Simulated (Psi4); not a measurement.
Computed with SAPT0/jun-cc-pVDZ, frozen core run with Psi4 1.11.

Psi4 input:

```
molecule {
0 1
B 0.00000952 -0.00000285 -0.00000722
H -0.82348190 -0.85809328 0.00446120
H -0.33140697 1.14220272 0.00168561
H 1.15487935 -0.28410659 -0.00613959
--
0 1
B -0.95644811 -1.04131795 -1.84900771
H -0.14425515 -0.17289913 -1.82314982
H -2.11411824 -0.77174949 -1.88908325
H -0.61098340 -2.17926772 -1.83481928
units angstrom
symmetry c1
no_reorient
no_com
}
set basis jun-cc-pvdz
set scf_type df
set freeze_core true
energy('sapt0')
```

Part of the output:

```
    SAPT Results
  --------------------------------------------------------------------------------------------------------
    Electrostatics                -28.64567914 [mEh]     -17.97543504 [kcal/mol]     -75.20922021 [kJ/mol]
      Elst10,r                    -28.64567914 [mEh]     -17.97543504 [kcal/mol]     -75.20922021 [kJ/mol]

    Exchange                       60.25527499 [mEh]      37.81075590 [kcal/mol]     158.20020268 [kJ/mol]
      Exch10                       60.25527499 [mEh]      37.81075590 [kcal/mol]     158.20020268 [kJ/mol]
      Exch10(S^2)                  58.29974227 [mEh]      36.58364059 [kcal/mol]     153.06595225 [kJ/mol]

    Induction                     -30.25170278 [mEh]     -18.98323009 [kcal/mol]     -79.42583470 [kJ/mol]
      Ind20,r                     -40.29310219 [mEh]     -25.28430335 [kcal/mol]    -105.78952522 [kJ/mol]
      Exch-Ind20,r                 26.00043679 [mEh]      16.31552041 [kcal/mol]      68.26413739 [kJ/mol]
      delta HF,r (2)              -15.95903738 [mEh]     -10.01444715 [kcal/mol]     -41.90044687 [kJ/mol]

    Dispersion                    -12.32138414 [mEh]      -7.73178528 [kcal/mol]     -32.34978961 [kJ/mol]
      Disp20                      -14.58749920 [mEh]      -9.15379394 [kcal/mol]     -38.29947386 [kJ/mol]
      Exch-Disp20                   2.26611505 [mEh]       1.42200867 [kcal/mol]       5.94968425 [kJ/mol]
      Disp20 (SS)                  -7.29374960 [mEh]      -4.57689697 [kcal/mol]     -19.14973693 [kJ/mol]
      Disp20 (OS)                  -7.29374960 [mEh]      -4.57689697 [kcal/mol]     -19.14973693 [kJ/mol]
      Exch-Disp20 (SS)              1.19879948 [mEh]       0.75225803 [kcal/mol]       3.14744761 [kJ/mol]
      Exch-Disp20 (OS)              1.06731557 [mEh]       0.66975063 [kcal/mol]       2.80223665 [kJ/mol]

  Total HF                          1.35789307 [mEh]       0.85209077 [kcal/mol]       3.56514776 [kJ/mol]
  Total SAPT0                     -10.96349107 [mEh]      -6.87969451 [kcal/mol]     -28.78464184 [kJ/mol]
```
